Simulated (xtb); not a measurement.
C₃H₆BFO₂, SMILES B(O)(O)C1(CC1)F. All values are semi-empirical tight-binding results from xtb (GFN2-xTB unless named), good for trends rather than for accurate numbers. Geometry: GFN2-xTB. The structure was generated by enumeration, and PubChem lists no compound with its InChIKey, so it may never have been made. The values are those of a single conformer.

Optimised geometry:

```xyz
13

O      1.4069     1.4128     0.0000
B      0.1172     1.0224     0.0000
O     -0.8706     1.9479     0.0000
C     -0.1947    -0.5283     0.0000
F     -1.5650    -0.7935     0.0000
C      0.6225    -1.5502     0.7460
C      0.6225    -1.5502    -0.7460
H      1.5223     2.3642     0.0000
H     -1.7624     1.5991     0.0000
H      0.0776    -2.3315     1.2530
H      1.4962    -1.1920     1.2659
H      0.0776    -2.3315    -1.2530
H      1.4962    -1.1920    -1.2659
```

Computed properties:
```
Property                                          Result
----------------------------------------  --------------
point group as xtb finds it                           Cs
orbital gap                                      6.45 eV
dipole moment                                     1.20 D
zero-point energy                          59.6 kcal/mol
G − E(el) at 298.15 K (modified RRHO)      39.8 kcal/mol
static polarisability (D4 model)              55.9 bohr³
solvation energy, GFN2-xTB/ALPB(water)     -9.1 kcal/mol
solvation energy, GFN2-xTB/ALPB(acetone)  -10.4 kcal/mol
```

Computed IR lines (harmonic; lines under 4 % of the strongest left out, lines within 3 cm⁻¹ merged):
ν (cm⁻¹): 573 (w), 623 (w), 638 (vs), 858 (w), 956 (m), 974 (m), 1140 (m), 1266 (vs), 1319 (vs), 1353 (m), 3096 (w), 3126 (w), 3612 (w), 3623 (w) (against the strongest line: vs over 80 %, s over 45 %, m over 15 %, w over 4 %, vw less)

Q: Give the atomic charges and the Wiberg bond orders between heavy atoms. (An estimate is asked for; the answer gives what the named calculation found.)

A: charges (e) O1 -0.46, B2 0.43, O3 -0.47, C4 0.08, F5 -0.29, C6 -0.07, C7 -0.07, H8 0.32, H9 0.32, H10 0.06, H11 0.05, H12 0.06, H13 0.05. Bond orders O1–B2 1.20, B2–O3 1.18, B2–C4 0.96, C4–F5 0.90, C4–C6 0.94, C4–C7 0.94, C6–C7 0.99.
